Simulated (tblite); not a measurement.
Record of a relaxation.

Compound: C3H6ClGeSi (doublet state).
Numbering: `[Cl:1][CH:2][SiH2:3][C:4]#[C:5][GeH3:6]` (hydrogens: H7 on C2; H8, H9 on Si3; H10, H11, H12 on Ge6)
Bond orders are those of one Lewis drawing.

Computed with GFN2-xTB (tblite), gas phase: L-BFGS steps from a force-field or distance-geometry start until the largest atomic force falls under 0.01 eV/Å. 11 of its 71 geometries are shown.

Step 0: E = -476.4180 eV, largest atomic force 2.098 eV/Å
```
atom  x, y, z in Å  |  force x, y, z in eV/Å
Cl1    -2.240    2.153   -0.609   -0.708  -0.453   0.528
C2     -2.804    0.783    0.367    1.898   0.887   0.102
Si3    -1.941   -0.743   -0.315   -1.488  -0.848  -0.155
C4     -0.161   -0.426   -0.184    0.514  -0.098   0.103
C5      1.026   -0.243   -0.060    0.772   0.103   0.182
Ge6     2.903    0.031    0.114    0.481   0.152   0.059
H7     -2.376    0.952    1.384   -0.938   0.200  -0.369
H8     -2.261   -0.919   -1.726   -0.043  -0.031  -0.098
H9     -2.385   -1.874    0.535    0.198   0.204  -0.169
H10     3.536   -0.313   -1.244   -0.198   0.254   0.481
H11     3.161    1.502    0.551   -0.106  -0.713  -0.300
H12     3.542   -0.903    1.162   -0.382   0.343  -0.363
```

Step 7: E = -476.8785 eV, largest atomic force 0.425 eV/Å
```
atom  x, y, z in Å  |  force x, y, z in eV/Å
Cl1    -2.344    2.213   -0.589   -0.111  -0.019   0.130
C2     -2.535    0.817    0.364    0.040   0.082  -0.086
Si3    -1.942   -0.806   -0.344   -0.107   0.095   0.093
C4     -0.123   -0.500   -0.176   -0.199  -0.354  -0.125
C5      1.050   -0.249   -0.035    0.306  -0.010   0.035
Ge6     2.907    0.031    0.111    0.054   0.046   0.019
H7     -2.529    1.025    1.426   -0.136   0.054  -0.063
H8     -2.289   -0.934   -1.766    0.001  -0.037   0.161
H9     -2.378   -1.897    0.540    0.047   0.087  -0.147
H10     3.531   -0.265   -1.199    0.068   0.011  -0.146
H11     3.164    1.436    0.507    0.039   0.161   0.008
H12     3.490   -0.871    1.133   -0.002  -0.115   0.121
```

Step 14: E = -476.9285 eV, largest atomic force 0.176 eV/Å
```
atom  x, y, z in Å  |  force x, y, z in eV/Å
Cl1    -2.409    2.260   -0.568   -0.031   0.003   0.025
C2     -2.485    0.852    0.368   -0.058  -0.006  -0.107
Si3    -1.925   -0.781   -0.329    0.104  -0.112   0.020
C4     -0.078   -0.622   -0.206   -0.009   0.054   0.014
C5      1.077   -0.291   -0.039    0.077  -0.078  -0.058
Ge6     2.935    0.039    0.113   -0.173  -0.032  -0.007
H7     -2.624    1.049    1.417   -0.069   0.016   0.080
H8     -2.308   -0.947   -1.733   -0.008   0.047   0.029
H9     -2.381   -1.892    0.516   -0.007   0.108  -0.004
H10     3.548   -0.243   -1.211    0.092  -0.007  -0.046
H11     3.177    1.458    0.497    0.001   0.016   0.019
H12     3.473   -0.883    1.149    0.081  -0.007   0.036
```

Step 21: E = -476.9473 eV, largest atomic force 0.222 eV/Å
```
atom  x, y, z in Å  |  force x, y, z in eV/Å
Cl1    -2.461    2.277   -0.545   -0.004  -0.004  -0.082
C2     -2.527    0.846    0.355   -0.028   0.190   0.112
Si3    -1.904   -0.771   -0.318   -0.023   0.046   0.026
C4     -0.058   -0.636   -0.211    0.100   0.018  -0.007
C5      1.121   -0.377   -0.092   -0.046   0.046   0.034
Ge6     2.960    0.022    0.103   -0.021  -0.064  -0.023
H7     -2.718    1.046    1.399   -0.050  -0.107   0.025
H8     -2.315   -0.914   -1.709    0.010  -0.029  -0.132
H9     -2.401   -1.838    0.544    0.007  -0.068   0.069
H10     3.619   -0.232   -1.209    0.073  -0.008  -0.013
H11     3.162    1.445    0.500   -0.059   0.004  -0.010
H12     3.524   -0.868    1.157    0.042  -0.023   0.000
```

Step 28: E = -476.9585 eV, largest atomic force 0.092 eV/Å
```
atom  x, y, z in Å  |  force x, y, z in eV/Å
Cl1    -2.497    2.288   -0.551   -0.015  -0.021   0.057
C2     -2.539    0.866    0.365   -0.021   0.015   0.039
Si3    -1.904   -0.749   -0.310    0.039   0.021   0.005
C4     -0.051   -0.634   -0.217    0.041   0.028   0.005
C5      1.135   -0.406   -0.107    0.005   0.016   0.011
Ge6     2.977   -0.004    0.090    0.002  -0.023  -0.004
H7     -2.800    1.024    1.402   -0.019   0.044  -0.078
H8     -2.303   -0.903   -1.710    0.016  -0.020  -0.019
H9     -2.395   -1.810    0.569    0.023  -0.029   0.007
H10     3.686   -0.230   -1.206   -0.025  -0.011   0.035
H11     3.126    1.427    0.493   -0.025  -0.012  -0.018
H12     3.568   -0.869    1.156   -0.021  -0.009  -0.039
```

Step 35: E = -476.9622 eV, largest atomic force 0.076 eV/Å
```
atom  x, y, z in Å  |  force x, y, z in eV/Å
Cl1    -2.519    2.298   -0.537    0.003   0.009  -0.013
C2     -2.554    0.872    0.369    0.003  -0.028  -0.023
Si3    -1.893   -0.737   -0.303   -0.013   0.039  -0.013
C4     -0.040   -0.617   -0.217   -0.019   0.012   0.014
C5      1.149   -0.411   -0.109   -0.050  -0.011  -0.011
Ge6     2.986   -0.015    0.087    0.075  -0.012  -0.007
H7     -2.856    1.033    1.392   -0.021  -0.024   0.008
H8     -2.282   -0.908   -1.706    0.013   0.004   0.028
H9     -2.370   -1.807    0.574    0.018  -0.006   0.007
H10     3.703   -0.242   -1.203   -0.027   0.002   0.010
H11     3.100    1.419    0.482    0.037  -0.005   0.008
H12     3.578   -0.887    1.145   -0.018   0.019  -0.008
```

Step 42: E = -476.9650 eV, largest atomic force 0.071 eV/Å
```
atom  x, y, z in Å  |  force x, y, z in eV/Å
Cl1    -2.537    2.312   -0.529   -0.001  -0.007   0.005
C2     -2.583    0.877    0.364   -0.018  -0.010   0.007
Si3    -1.887   -0.719   -0.294    0.004  -0.040   0.003
C4     -0.040   -0.584   -0.200    0.014  -0.004  -0.022
C5      1.157   -0.411   -0.115    0.035   0.054   0.030
Ge6     2.998   -0.028    0.079   -0.024   0.023   0.009
H7     -2.931    1.017    1.376   -0.022   0.006  -0.002
H8     -2.256   -0.910   -1.699   -0.018   0.005  -0.015
H9     -2.323   -1.806    0.584   -0.030   0.018   0.006
H10     3.700   -0.256   -1.215    0.018  -0.016  -0.016
H11     3.130    1.403    0.480    0.023  -0.001  -0.008
H12     3.575   -0.897    1.143    0.019  -0.028   0.002
```

Step 49: E = -476.9716 eV, largest atomic force 0.117 eV/Å
```
atom  x, y, z in Å  |  force x, y, z in eV/Å
Cl1    -2.570    2.315   -0.502   -0.003  -0.009  -0.002
C2     -2.670    0.859    0.353   -0.004   0.019   0.075
Si3    -1.868   -0.700   -0.280   -0.003   0.036   0.023
C4     -0.023   -0.507   -0.185    0.008   0.041   0.018
C5      1.170   -0.316   -0.080   -0.021  -0.033  -0.035
Ge6     3.036   -0.042    0.068   -0.007   0.018   0.017
H7     -3.133    0.974    1.325    0.042  -0.050  -0.097
H8     -2.223   -0.911   -1.688    0.004  -0.018   0.023
H9     -2.262   -1.787    0.618   -0.033  -0.003  -0.019
H10     3.689   -0.311   -1.248   -0.013  -0.015   0.044
H11     3.277    1.372    0.471    0.018   0.037  -0.009
H12     3.578   -0.947    1.123    0.011  -0.023  -0.037
```

Step 56: E = -476.9743 eV, largest atomic force 0.020 eV/Å
```
atom  x, y, z in Å  |  force x, y, z in eV/Å
Cl1    -2.582    2.317   -0.496   -0.003   0.012   0.005
C2     -2.678    0.859    0.355   -0.002   0.001   0.013
Si3    -1.863   -0.692   -0.272   -0.002  -0.001  -0.001
C4     -0.021   -0.476   -0.175   -0.004   0.000   0.009
C5      1.174   -0.299   -0.081    0.006   0.008   0.005
Ge6     3.042   -0.039    0.071    0.014  -0.002  -0.008
H7     -3.185    0.953    1.304    0.006  -0.004  -0.019
H8     -2.212   -0.919   -1.679    0.008  -0.011   0.005
H9     -2.260   -1.783    0.620   -0.013  -0.001  -0.005
H10     3.686   -0.330   -1.242    0.003   0.003  -0.014
H11     3.318    1.375    0.463   -0.008  -0.012   0.002
H12     3.583   -0.967    1.105   -0.007   0.008   0.008
```

Step 63: E = -476.9747 eV, largest atomic force 0.015 eV/Å
```
atom  x, y, z in Å  |  force x, y, z in eV/Å
Cl1    -2.592    2.324   -0.487    0.005   0.002   0.003
C2     -2.685    0.861    0.355   -0.001   0.002  -0.005
Si3    -1.858   -0.686   -0.267   -0.004  -0.002  -0.007
C4     -0.017   -0.463   -0.166   -0.011  -0.010   0.003
C5      1.179   -0.292   -0.080    0.006   0.001   0.002
Ge6     3.050   -0.043    0.065    0.003   0.001   0.001
H7     -3.216    0.942    1.290   -0.004   0.000   0.008
H8     -2.201   -0.925   -1.673    0.011  -0.002  -0.003
H9     -2.261   -1.778    0.622   -0.002   0.004   0.004
H10     3.690   -0.335   -1.250   -0.004   0.002   0.005
H11     3.328    1.367    0.461    0.002   0.001  -0.004
H12     3.584   -0.971    1.104   -0.001   0.002  -0.006
```

Step 70: E = -476.9749 eV, largest atomic force 0.009 eV/Å
```
atom  x, y, z in Å  |  force x, y, z in eV/Å
Cl1    -2.587    2.328   -0.482    0.004  -0.001   0.001
C2     -2.686    0.860    0.352    0.000  -0.001   0.000
Si3    -1.859   -0.688   -0.268    0.001   0.000   0.003
C4     -0.018   -0.467   -0.159    0.006   0.003  -0.003
C5      1.178   -0.290   -0.077   -0.007  -0.004   0.004
Ge6     3.048   -0.041    0.064   -0.003  -0.001   0.000
H7     -3.215    0.940    1.290   -0.001  -0.001  -0.006
H8     -2.189   -0.931   -1.677    0.001   0.005   0.001
H9     -2.270   -1.775    0.622   -0.002  -0.003   0.001
H10     3.687   -0.334   -1.252   -0.002   0.001   0.000
H11     3.331    1.369    0.459   -0.001   0.001  -0.001
H12     3.583   -0.971    1.101    0.003   0.002  -0.001
```

**Question.** Summarise the path.

**Answer.** The energy falls by 53.73 kJ/mol from step 0 to step 70; nine tenths of that is first reached at step 12. It falls at every step. The largest force goes from 2.098 to 0.009 eV/Å. Among the bonds Cl1–C2 changes most, from 1.774 to 1.691 Å; the atoms move by 0.305 Å rms after alignment.

**Question.** Follow the three bonds and two angles with the largest change from start to end.

**Answer.** 
| step | E above end (kJ/mol) | largest force (eV/Å) | Cl1–C2 (Å) | Ge6–H11 (Å) | Ge6–H12 (Å) | Si3–C2–H7 (°) | Cl1–C2–Si3 (°) |
| --- | --- | --- | --- | --- | --- | --- | --- |
| 0 | 53.73 | 2.098 | 1.774 | 1.555 | 1.542 | 106.1 | 106.3 |
| 3 | 23.45 | 0.779 | 1.679 | 1.491 | 1.494 | 113.3 | 112.7 |
| 6 | 10.83 | 0.554 | 1.701 | 1.472 | 1.475 | 121.7 | 117.2 |
| 9 | 6.99 | 0.370 | 1.692 | 1.496 | 1.497 | 124.1 | 119.5 |
| 12 | 5.19 | 0.173 | 1.690 | 1.495 | 1.496 | 125.2 | 120.7 |
| 15 | 4.19 | 0.115 | 1.693 | 1.490 | 1.487 | 123.8 | 120.6 |
| 18 | 3.63 | 0.169 | 1.693 | 1.494 | 1.493 | 123.5 | 121.0 |
| 21 | 2.65 | 0.222 | 1.691 | 1.491 | 1.490 | 124.7 | 122.0 |
| 24 | 2.00 | 0.146 | 1.689 | 1.494 | 1.490 | 124.6 | 122.0 |
| 27 | 1.65 | 0.084 | 1.692 | 1.495 | 1.495 | 123.9 | 121.7 |
| 30 | 1.44 | 0.057 | 1.691 | 1.491 | 1.490 | 124.2 | 121.6 |
| 33 | 1.32 | 0.057 | 1.689 | 1.491 | 1.491 | 124.7 | 121.8 |
| 37 | 1.17 | 0.053 | 1.691 | 1.493 | 1.493 | 124.7 | 121.8 |
| 40 | 1.07 | 0.112 | 1.691 | 1.493 | 1.489 | 124.5 | 121.8 |
| 43 | 0.92 | 0.056 | 1.691 | 1.492 | 1.491 | 124.4 | 122.1 |
| 46 | 0.71 | 0.179 | 1.692 | 1.490 | 1.496 | 124.7 | 122.0 |
| 49 | 0.31 | 0.117 | 1.692 | 1.490 | 1.492 | 125.3 | 121.5 |
| 52 | 0.20 | 0.063 | 1.691 | 1.491 | 1.492 | 125.1 | 121.5 |
| 55 | 0.07 | 0.046 | 1.691 | 1.492 | 1.493 | 125.0 | 121.6 |
| 58 | 0.04 | 0.023 | 1.691 | 1.492 | 1.491 | 125.1 | 121.6 |
| 61 | 0.03 | 0.023 | 1.691 | 1.492 | 1.492 | 125.0 | 121.8 |
| 64 | 0.02 | 0.013 | 1.691 | 1.492 | 1.492 | 124.8 | 121.9 |
| 67 | 0.01 | 0.025 | 1.691 | 1.491 | 1.491 | 124.7 | 122.0 |
| 70 | 0.00 | 0.009 | 1.691 | 1.492 | 1.492 | 124.7 | 122.1 |

The cost below is that of the whole relaxation. On one thread, Arm Neoverse V1 (aarch64), no GPU, on a shared host, this took 0.49 s.
